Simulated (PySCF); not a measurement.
## Spin-rotation constants: `CCO[Si@@H](N)OC`, C$_{3}$H$_{11}$NO$_{2}$Si

Geometry:
| atom | x (Å) | y (Å) | z (Å) |
| --- | --- | --- | --- |
| C1 | 2.517 | -0.495 | -0.454 |
| C2 | 1.553 | -0.419 | 0.722 |
| O3 | 0.222 | -0.470 | 0.296 |
| Si4 | -0.743 | 0.737 | -0.197 |
| N5 | -0.077 | 1.663 | -1.491 |
| O6 | -2.046 | 0.087 | -0.900 |
| C7 | -2.820 | -0.968 | -0.417 |
| H8 | 3.544 | -0.447 | -0.100 |
| H9 | 2.367 | -1.427 | -0.993 |
| H10 | 2.326 | 0.330 | -1.134 |
| H11 | 1.730 | 0.502 | 1.291 |
| H12 | 1.704 | -1.274 | 1.391 |
| H13 | -1.113 | 1.519 | 0.992 |
| H14 | 0.659 | 2.314 | -1.274 |
| H15 | -0.735 | 2.093 | -2.120 |
| H16 | -2.193 | -1.806 | -0.111 |
| H17 | -3.416 | -0.644 | 0.441 |
| H18 | -3.489 | -1.287 | -1.219 |

Method used: PySCF 2.14.0, GIAO B3LYP/pcSseg-1 magnetisability, rotational g tensor and spin-rotation constants, non-relativistic, gas phase. Geometry: GFN2-xTB.

**Question.** Give the nuclear spin-rotation constants along the inertial axes (H = +C I·J) beside the isotropic shieldings.

**Answer.** Rotational constants 3.4587, 1.3595, 1.1088 GHz. A star marks the isotopologue with that one atom substituted, in its own axes.
```tsv
atom	isotope	Caa (kHz)	Cbb (kHz)	Ccc (kHz)	mean (kHz)	σ (ppm)
N5	14N	0.142	0.049	0.051	0.081	233.7
H8	1H	0.077	-0.159	-0.122	-0.068	30.9
H9	1H	-0.368	-0.112	0.000	-0.160	30.2
H10	1H	-0.341	0.022	-0.117	-0.145	30.1
H11	1H	-0.340	-0.082	0.012	-0.137	27.8
H12	1H	-0.343	0.071	-0.107	-0.126	27.7
H13	1H	-0.264	-0.124	0.054	-0.111	26.9
H14	1H	-0.201	-0.101	-0.126	-0.142	31.8
H15	1H	-0.180	-0.079	-0.134	-0.131	31.0
H16	1H	-0.119	-0.027	-0.102	-0.082	27.8
H17	1H	-0.229	-0.144	0.024	-0.116	28.1
H18	1H	-0.074	-0.150	-0.019	-0.081	27.9
C1	13C*	0.506	0.227	0.168	0.300	159.7
C2	13C*	0.594	0.327	0.258	0.393	119.4
O3	17O*	-0.553	-0.135	-0.082	-0.257	262.1
Si4	29Si*	-1.955	-0.797	-0.673	-1.142	389.0
O6	17O*	-0.209	-0.148	-0.052	-0.136	309.4
C7	13C*	0.726	0.218	0.251	0.398	129.6
```
For the geometry as given, no vibrational averaging.

**Question.** How do the rotational constants and the g tensor change when H8, H9, H10, H11, H12, H13, H14, H15, H16, H17, H18 are replaced by deuterium?

**Answer.** Constants 2.7688, 1.1345, 0.9321 GHz; g -0.0141, -0.0057, -0.0048, against -0.0178, -0.0067, -0.0058 before.
